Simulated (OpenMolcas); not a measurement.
Pd3+ in a point-charge field

Pd3+ among 6 point charges of -0.85 e arranged as a tetragonal octahedron (D4h), 2.09 Å from the ion, with the axial distance 2.487 Å.

```
Program             : OpenMolcas 26.06
Method              : CASSCF
Basis               : ANO-RCC-VDZP [6s5p3d1f]
Scalar Hamiltonian  : DKH2, point nucleus
Active space        : 7 electrons in 5 orbitals (4d)
State averaging     : 2S+1 = 4 even, 10 roots; 2S+1 = 2 even, 40 roots
Spin-orbit coupling : state interaction with AMFI integrals over the reference wave functions
```

The lowest spin-free states (labels of D4, the rotations of D4h), above the lowest:

```json
{"State": "4A2", "Degeneracy": "1", "E (cm-1)": "0.0", "Free-ion L (%)": "F (98)"}
{"State": "4E", "Degeneracy": "2", "E (cm-1)": "634.7", "Free-ion L (%)": "F (100)"}
{"State": "4B2", "Degeneracy": "1", "E (cm-1)": "1958", "Free-ion L (%)": "F (100)"}
{"State": "4E", "Degeneracy": "2", "E (cm-1)": "2787", "Free-ion L (%)": "F (99)"}
{"State": "4B1", "Degeneracy": "1", "E (cm-1)": "4739", "Free-ion L (%)": "F (100)"}
{"State": "2A1", "Degeneracy": "1", "E (cm-1)": "15537", "Free-ion L (%)": "G (75)"}
{"State": "4E", "Degeneracy": "2", "E (cm-1)": "16018", "Free-ion L (%)": "P (99)"}
{"State": "2A2", "Degeneracy": "1", "E (cm-1)": "16627", "Free-ion L (%)": "G (86)"}
{"State": "2E", "Degeneracy": "2", "E (cm-1)": "16929", "Free-ion L (%)": "G (90)"}
{"State": "2B1", "Degeneracy": "1", "E (cm-1)": "17336", "Free-ion L (%)": "G (88)"}
{"State": "2B2", "Degeneracy": "1", "E (cm-1)": "17475", "Free-ion L (%)": "G (98)"}
{"State": "2E", "Degeneracy": "2", "E (cm-1)": "17846", "Free-ion L (%)": "G (91)"}
{"State": "2A1", "Degeneracy": "1", "E (cm-1)": "18286", "Free-ion L (%)": "G (99)"}
{"State": "4A2", "Degeneracy": "1", "E (cm-1)": "19193", "Free-ion L (%)": "P (98)"}
{"State": "2E", "Degeneracy": "2", "E (cm-1)": "20637", "Free-ion L (%)": "H (70)"}
{"State": "2A2", "Degeneracy": "1", "E (cm-1)": "21395", "Free-ion L (%)": "P (70)"}
{"State": "2A2", "Degeneracy": "1", "E (cm-1)": "22339", "Free-ion L (%)": "H (76)"}
{"State": "2E", "Degeneracy": "2", "E (cm-1)": "22610", "Free-ion L (%)": "H (71)"}
{"State": "2A1", "Degeneracy": "1", "E (cm-1)": "22880", "Free-ion L (%)": "H (82)"}
{"State": "2E", "Degeneracy": "2", "E (cm-1)": "23225", "Free-ion L (%)": "H (57)"}
```

The lowest levels with spin-orbit coupling:

```
E (cm-1)  Degeneracy  Label      2S+1               g
     0.0           2   E1/2         4  1.58 6.43 6.43
   385.5           2   E3/2         4  3.18 3.60 3.60
    1298           2   E1/2         4  2.09 2.09 9.52
    1448           2   E3/2         4  2.75 2.75 5.01
    1963           2   E1/2         4  1.94 1.94 5.83
    3524           2   E3/2         4  1.22 2.14 2.14
    4248           2   E1/2         4  1.61 3.26 3.26
    4767           2   E1/2         4  1.49 1.49 5.81
    4812           2   E3/2         4  2.20 3.57 3.57
    5752           2   E3/2         4  0.61 0.61 1.15
    5853           2   E1/2         4  2.73 2.79 2.79
    6776           2   E3/2         4  1.44 2.99 2.99
    8377           2   E1/2         4  0.34 0.34 2.56
    8619           2   E3/2         4  0.55 1.79 1.79
   16802           2   E1/2  2 (85 %)  0.19 2.73 2.73
   17265           2   E3/2  4 (82 %)  0.33 0.33 3.79
   17311           2   E1/2  4 (62 %)  0.23 2.05 2.05
   17348           2   E3/2         4  0.13 0.13 7.67
   17852           2   E1/2         2  3.27 3.27 3.28
   17901           2   E3/2  2 (88 %)  2.91 3.37 3.37
```

Powder χT (cm3 K/mol): 2.68 at 2 K, 2.75 at 10 K, 3.11 at 50 K, 3.54 at 100 K, 4.18 at 200 K, 4.51 at 300 K. The effective moment at 300 K is 2.828 √(χT) = 6.01 μB.

The lowest level has 2S+1 = 4, for which the spin-only value is χT = S(S+1) / 2 = 1.875 cm3 K/mol (g = 2). The computed 4.510 at 300 K differs by +2.635, through orbital momentum, spin-orbit coupling and any other state in reach.

Spin-orbit coupling mixes the spin-free states strongly: the lowest level takes only 53 % from its leading state, 4A2. Without dynamic correlation the repulsion within the d shell is too large (B by tens of per cent), so at a given field states of lower spin stand too high. Point charges give a weaker field than real ligands, and real ions of this kind are as a rule low spin; the high spin found here belongs to the model. The ground term spreads over less than 5000 cm-1, several times less than with real ligands, so orbital moments are less quenched and χT lies further from the spin-only value than at real sites. Point charges carry no covalency, so the field is a model and not that of real ligands. No measured value stands beside these numbers.
